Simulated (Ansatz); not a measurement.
System: C$_{3}$H$_{9}$F$_{3}$Si$_{2}$, charge 0, multiplicity 1. 
Structure (B3LYP-D3(BJ)/def2-TZVP (Ansatz, an electronic-structure program) minimum search):
```xyz
17

C     -2.3529     0.8321     0.0821
Si    -1.0501    -0.5144    -0.0315
C     -1.1602    -1.6852     1.4315
C     -1.1838    -1.4478    -1.6545
Si     1.0498     0.5143     0.0315
F      1.2724     1.5359    -1.1736
F      2.2516    -0.5318    -0.0505
F      1.2860     1.3523     1.3684
H     -2.2733     1.5336    -0.7504
H     -2.2593     1.3985     1.0104
H     -3.3532     0.3925     0.0562
H     -2.1301    -2.1891     1.4394
H     -1.0520    -1.1511     2.3772
H     -0.3844    -2.4517     1.3865
H     -1.0887    -0.7753    -2.5089
H     -0.4088    -2.2118    -1.7389
H     -2.1546    -1.9451    -1.7250
```
Charge 0, spin multiplicity 1.

Total electronic energies in hartree. Valence correlation only, unless marked. Spin-orbit coupling is left out. No relativistic terms. CBS(X,Y): correlation extrapolated as X^-3; Hartree-Fock from the larger set. [CCSD(T)-MP2]/basis is that difference in the basis named.

```
level                                                                             program  energy (Eh)
-------------------------------------------------------------------------  --------------  -----------
HF/aug-cc-pV(D+d)Z                                                                 Ansatz   -995.33511
PBE0-D3(BJ)/def2-TZVP                                                      Ansatz + dftd3   -998.04261
PBE0/def2-QZVPP                                                                    Ansatz   -998.07566
r2SCAN0-D4/def2-TZVPD                                                      Ansatz + dftd4   -998.41330
LC-wPBE-D4/def2-TZVPD                                                      Ansatz + dftd4   -998.31526
B2PLYP-D4/def2-TZVPD                                                       Ansatz + dftd4   -998.20677
PBE-QIDH/def2-TZVPD                                                                Ansatz   -997.81264
MP2/cc-pV(T+d)Z                                                                    Ansatz   -996.99900
SCS-MP2/6-31G*                                                                     Ansatz   -996.28735
SCS-MP2/aug-cc-pV(T+d)Z                                                            Ansatz   -997.02916
CCSD/STO-3G                                                                        Ansatz   -983.27088
CCSD(T)/STO-3G                                                                     Ansatz   -983.27803
CCSD(T)/6-31G                                                                      Ansatz   -995.80192
CCSD(T)/cc-pV(T+d)Z                                                                Ansatz   -997.10522
RI-MP2/CBS(aug-cc-pV(T+d)Z,aug-cc-pV(Q+d)Z)+[CCSD(T)-MP2]/aug-cc-pV(T+d)Z          Ansatz    -997.3680
```

Totals of different functionals don't rank their quality; only differences between species are comparable.
